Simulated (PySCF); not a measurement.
Si(Me)(OH)2(NH2), SMILES C[Si](N)(O)O (CH7NO2Si), CAM-B3LYP/def2-SVP optimised geometry.

```
12

C     -0.79     0.86     0.00
Si    -0.18    -0.90     0.00
N     -0.89    -1.69    -1.35
O      1.48    -0.90     0.00
O     -0.56    -1.74     1.39
H     -1.89     0.92    -0.05
H     -0.46     1.37     0.92
H     -0.38     1.42    -0.86
H     -0.56    -2.61    -1.65
H     -1.21    -1.15    -2.15
H      1.89    -1.42     0.70
H     -1.43    -2.15     1.40
```

Density from CAM-B3LYP/def2-TZVP in PySCF 2.14.0 at that geometry.

Minimum of the electron density along straight lines between bonded atoms, close to the bond critical point (lines longer than 1.1 times the sum of covalent radii, or with two minima, are not listed):

```csv
bond,length / Å,ρ at the minimum / e bohr⁻³,∇²ρ there / e bohr⁻⁵,position (fraction from the first atom)
C1–Si2,1.858,0.130,(withheld),0.61
Si2–N3,1.720,0.136,(withheld),0.40
Si2–O4,1.660,0.137,0.75,0.41
Si2–O5,1.666,0.134,0.73,0.41
C1–H6,1.101,0.267,-0.87,0.64
C1–H7,1.100,0.267,-0.88,0.64
C1–H8,1.101,0.266,-0.87,0.64
N3–H9,1.015,0.330,-1.59,0.74
N3–H10,1.014,0.330,-1.59,0.74
O4–H11,0.963,0.352,-2.38,0.81
O5–H12,0.962,0.353,-2.39,0.81
```

What belongs in the gaps?


- C1–Si2, ∇²ρ there / e bohr⁻⁵: 0.16
- Si2–N3, ∇²ρ there / e bohr⁻⁵: 0.54
